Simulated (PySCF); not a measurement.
## How methods differ on the ionisation energy of Pb+

Pb+ [Xe] 4f14 5d10 6s2 6p1 (2P) → Pb(2+) [Xe] 4f14 5d10 6s2 (1S), as a difference of total energies. All numbers are calculated (PySCF 2.14, the spin-free X2C one-electron Hamiltonian (Gaussian nucleus), in aug-cc-pwCVTZ-DK3 with one added diffuse shell each of s, d, f type (12s10p9d6f1g, 138 functions)). The calculations carry no spin-orbit coupling.

```csv
method,ionisation energy (eV)
UHF,13.235
r2SCANh,13.855
BLYP,13.686
```

For comparison: 13.869 eV (measured; NIST levels, between the centres of gravity of the two terms).
